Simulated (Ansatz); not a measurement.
Calculation: frozen-core CCSD(T)/cc-pVTZ // ωB97X-D3(BJ)/def2-TZVP run with Ansatz (a quantum-chemistry and plane-wave program).

Ansatz 0.2 input:
```yaml
crystal:
  periodic: [false, false, false]
  atoms:
    - { symbol: Cl, position_ang: [1.528903, -0.265861, -0.000005] }
    - { symbol: B, position_ang: [-0.000108, 0.528531, -0.000001] }
    - { symbol: Cl, position_ang: [-1.52878, -0.266514, 0.000006] }
basis:
  gaussian: { orbitals: cc-pVTZ }
correlation:
  method: ccsd_t
magnetization:
  spin_polarized: true
  initial_magnetization: 1
```

Output:

```
Functional definition: HF
589 factors; integrals over basis functions are off by at most 5.9e-4 eV
mean field evaluation 1: about -25679.3339 eV, gradient 1.1e1 eV
mean field evaluation 2: about -25679.3393 eV, gradient 1.1e1 eV
mean field evaluation 4: about -25680.6289 eV, gradient 2.4e0 eV
mean field evaluation 8: about -25680.7414 eV, gradient 1.1e-1 eV
mean field evaluation 16: about -25680.7205 eV, gradient 7.4e-1 eV
mean field evaluation 32: about -25678.1503 eV, gradient 1.8e-3 eV
mean field -25680.74162565 eV, -943.7498477107 hartree, gradient 4.3e-6 eV, S^2 0.755580; 1 other end points of the search recorded, 0 dependent functions left out
determinant -25680.74162565 eV, -943.7498477107 hartree, with singles and doubles -25693.80592113 eV, -944.2299517144 hartree
determinant -25678.15033136 eV, -943.6546194019 hartree, with singles and doubles -25691.39667025 eV, -944.1414133774 hartree
11 core orbitals not correlated
reference -25680.74162565 eV, -943.7498477107 hartree; 9, 8 occupied and 78, 79 virtual orbitals, 589 factors
second order -12.11938655 eV of doubles, -0.00000000 eV of singles
cycle   1  -13.01690518 eV  change   -5.3e-1 eV  update   1.9e-2
cycle   2  -13.04319368 eV  change   -2.6e-2 eV  update   5.4e-3
cycle   3  -13.04353268 eV  change   -3.4e-4 eV  update   2.9e-3
cycle   4  -13.04536338 eV  change   -1.8e-3 eV  update   1.2e-3
cycle   5  -13.04573692 eV  change   -3.7e-4 eV  update   4.8e-4
cycle   6  -13.04583200 eV  change   -9.5e-5 eV  update   1.5e-4
cycle   7  -13.04582886 eV  change    3.1e-6 eV  update   5.7e-5
cycle   8  -13.04583342 eV  change   -4.6e-6 eV  update   2.0e-5
perturbative correction -0.59280090 eV, -0.0217850311 hartree
Total energy: -25694.38025997 eV, -944.2510582773 hartree
```

Cost: roughly 19 core-seconds.
